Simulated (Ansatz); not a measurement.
System: SbF2, charge 1, multiplicity 1. 
Structure (B3LYP-D3(BJ)/def2-TZVP (Ansatz, a program for electronic structure) minimum search):
```xyz
3

Sb     0.0237    -0.0142     0.3216
F      0.6537     1.2143    -0.9127
F     -0.7882    -1.1339    -0.9099
```
Charge +1, spin multiplicity 1.

Basis-set convergence of Hartree-Fock and MP2 correlation energies (hartree) with Ansatz. Correlated levels leave the core frozen unless marked. Spin-orbit coupling is left out. The frozen core is the preceding noble-gas configuration, with the filled d and f shells of earlier blocks. Past Kr the def2 sets carry scalar-relativistic core potentials.

| basis | functions | E(HF) | E(corr, MP2) |
|---|---|---|---|
| def2-SVPD | 78 | -437.70601 | -0.48164 |
| def2-TZVPPD | 136 | -437.97126 | -0.60889 |
| def2-QZVPPD | 220 | -437.98522 | -0.66194 |

Extrapolating the two largest sets (X = 3 and 4) as X^-3: E(corr) = (64·(-0.66194) - 27·(-0.60889))/37 = -0.7007 Eh, an estimate of the basis-set limit. The largest set recovers 94.5 % of it, the smallest 68.7 %.
